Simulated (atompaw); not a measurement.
# Reading a pseudo-wave (B)

Columns: radius, all-electron u(r) and pseudo u(r) of the 2p shell (level -25.49 eV) of boron in the configuration [He] 2s1 2p0; PBE, scalar-relativistic, PAW (atompaw) scheme, atompaw 4.2.0.5.

```
r (bohr)  all-electron  pseudo
   0.075        0.0241  0.0068
   0.150        0.0808  0.0268
   0.225        0.1542  0.0593
   0.300        0.2343  0.1030
   0.375        0.3149  0.1561
   0.450        0.3920  0.2165
   0.525        0.4634  0.2821
   0.600        0.5276  0.3502
   0.675        0.5839  0.4186
   0.750        0.6319  0.4849
   0.825        0.6716  0.5469
   0.900        0.7039  0.6028
   0.975        0.7296  0.6513
   1.050        0.7489  0.6912
   1.125        0.7621  0.7221
   1.200        0.7693  0.7438
   1.275        0.7709  0.7565
   1.350        0.7676  0.7610
   1.425        0.7597  0.7580
   1.500        0.7479  0.7488
   1.575        0.7327  0.7345
   1.650        0.7148  0.7163
   1.725        0.6945  0.6954
   1.800        0.6723  0.6727
   1.875        0.6488  0.6489
   1.950        0.6243  0.6243
```

Problem. How many radial nodes do the two functions have?

Solution. The all-electron 2p function has n − l − 1 = 0; the pseudo-wave has 0.

Problem. Is the pseudo-wave norm-conserving?

Solution. No, it belongs to a PAW set: the norm inside the radius is not constrained, and the difference is carried by the augmentation charge.
